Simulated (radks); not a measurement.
Question: The ytterbium ion Yb2+, configuration [Xe] 4f14. Method: scalar-relativistic Kohn-Sham, SCAN, spin-unpolarised, spherical densities, finite nucleus; meta-GGA in the generalised Kohn-Sham scheme; Fermi nuclear charge, rms radius 5.3108 fm; computed with a radial shooting solver on a logarithmic mesh with Libxc functionals. Some entries of the table are withheld. Estimate them.

orbital  occ.  eigenvalue (Ry)  <r^2> (bohr^2)  r(max) (bohr)
1s          2        -4507.329       0.0005301            (1)
2s          2        -766.3465        0.008204        0.07051
2p          6              (2)        0.006714        0.05756
3s          2              (3)         0.05355         0.1991
3p          6        -146.6995         0.05413         0.1964
3d         10        -113.0246         0.04515         0.1605
4s          2        -35.50869          0.2686         0.4555
4p          6        -26.39476             (4)         0.4764
4d         10        -14.36658             (5)         0.4913
5s          2         -5.18348           1.639          1.065
5p          6         -3.12266           2.358          1.232
4f         14         -1.29815          0.8254         0.4840

Answer: 
(1) 1s r(max) (bohr): 0.01237
(2) 2p eigenvalue (Ry): -675.2630
(3) 3s eigenvalue (Ry): -174.3427
(4) 4p <r^2> (bohr^2): 0.3053
(5) 4d <r^2> (bohr^2): 0.3646
